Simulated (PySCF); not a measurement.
**Correlation energy of Ga⁴⁺ (gallium, charge +4)**

Starting occupation: [Ar] 3d9, 3d3/2 with m_j = -1/2, +1/2, +3/2, 3d5/2 with m_j = -5/2, -3/2, -1/2, +1/2, +3/2, +5/2. Calculation: PySCF 2.14, in x2c-TZVPall-2c; X2C-1e with screened-nucleus spin-orbit coupling, Gaussian nucleus. Frozen: [Ne]; 17 electrons correlated.

MP2 pair energies summed by pair of shells (mhartree):

| pair | energy | share (%) |
| --- | --- | --- |
| 3d-3p | -68.40 | 34.6 |
| 3d-3d | -65.03 | 32.9 |
| 3p-3p | -29.56 | 15.0 |
| 3d-3s | -18.57 | 9.4 |
| 3p-3s | -14.19 | 7.2 |
| 3s-3s | -1.89 | 1.0 |

Total MP2 correlation energy: -197.64 mhartree.

The GHF reference relaxed away from the jj start to a determinant that is no pure jj level (⟨S²⟩ = 0.75, ⟨J²⟩ = 3.76); the energies belong to that determinant.

This basis was not built for core-valence correlation, so the inner-shell part is incomplete.
